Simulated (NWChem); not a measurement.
# GeNH₄Br; SMILES [NH2][GeH2][Br]

```xyz
7

Ge     0.3823     0.9126     0.0496
N     -1.0973     1.9598     0.1652
Br    -0.0945    -1.3433    -0.3400
H      1.2132     1.3797    -1.1496
H      1.1159     0.9630     1.3933
H     -1.7134     1.7564     0.9481
H     -1.6528     2.0228    -0.6840
```
Atoms are numbered in this order, from 1.

All runs: NWChem. Geometry: optimised at PBE0/def2-SVP. GIAO values for the isolated, static molecule; σ is the absolute isotropic shielding, δ = σ(reference) − σ with the isolated reference molecule computed at the same levels (1H: tetramethylsilane, 15N: ammonia). Spin-orbit effects, on the heavy nuclei and on their neighbours, are missing.

For level PBE0/pcSseg-1:

| Item | Value |
|---|---|
| σ Ge1 (ppm) | 1333.9 |
| δ N2 (ppm) | 35.5 |
| σ Br3 (ppm) | 2572.0 |
| δ H4 (ppm) | 5.61 |

Estimate the same quantities for level PBE/pcSseg-1.


- σ Ge1 (ppm) = 1267.0
- δ N2 (ppm) = 45.3
- σ Br3 (ppm) = 2464.1
- δ H4 (ppm) = 5.82
